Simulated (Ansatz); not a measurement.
Reaction (hydrogenolysis of a Te–Si bond): `OC[Te][SiH2]F` + H₂ → `OC[TeH]` + `F[SiH3]`

Isolated molecules relaxed with PBE0-D4/def2-TZVP in Ansatz; ΔE leaves out vibrations. CCSD(T)/CBS is the MP2 limit (def2-TZVPP, def2-QZVPP) plus CCSD(T) − MP2 in def2-TZVPP, frozen cores. This one scheme is used for every species. Elements past krypton have def2 core potentials. For Te outer-core shells are correlated without core-valence functions, which leaves a few kJ/mol of doubt a bond. One conformer a species, not always the lowest.

`OC[Te][SiH2]F`:

Z-matrix (Å, degrees):
```
C
Te 1 2.198
O 1 1.383 2 113.7
H 1 1.088 2 105.3 3 -117.9
H 1 1.093 2 106.0 3 125.8
Si 2 2.461 1 93.7 3 -106.7
H 3 0.962 1 109.2 2 63.8
F 6 1.602 2 113.3 1 -87.5
H 6 1.486 2 108.4 1 30.2
H 6 1.481 2 109.5 1 152.8
```

H₂:

```xyz
2

H     0.125    0.288    0.201
H    -0.125   -0.288   -0.201
```

`OC[TeH]`:

Z-matrix (Å, degrees):
```
C
Te 1 2.178
O 1 1.388 2 115.2
H 1 1.088 2 105.4 3 -118.4
H 1 1.093 2 105.3 3 126.2
H 2 1.658 1 93.0 3 -98.8
H 3 0.961 1 109.1 2 58.2
```

`F[SiH3]`:

Cartesian coordinates in Å:
```
F -0.517 0.076 -1.470
Si 0.013 -0.002 0.038
H 0.188 1.380 0.542
H 1.307 -0.725 0.041
H -0.992 -0.729 0.848
```

```csv
species,MP2/def2-QZVPP energy (Eh)
`OC[Te][SiH2]F`,-772.68653
H₂,-1.16658
`OC[TeH]`,-383.16957
`F[SiH3]`,-390.66367
```

Q: Work out ΔE.

A: ΔE = (-383.16957) + (-390.66367) − (-772.68653) − (-1.16658) = 0.01987 Eh = +52.2 kJ/mol. CCSD(T)/CBS gives +44.1 kJ/mol.

Largest T1 diagnostic among the species: 0.012.

From PBE to PBE0 (25 % exact exchange), in def2-TZVPP and without D4, ΔE moves by −5.1 kJ/mol. The D4 term adds +12.6 kJ/mol with B3LYP and +7.0 kJ/mol with PBE0; it sums over pairs of atoms, weighted by their polarisabilities, and B3LYP, whose exchange is more repulsive, gets the larger term. At CCSD(T), def2-SVP lies −20.9 kJ/mol from the extrapolated value and def2-TZVPP −8.7 kJ/mol.

B3LYP here is the variant with VWN-RPA as its local correlation; programs differ in this.
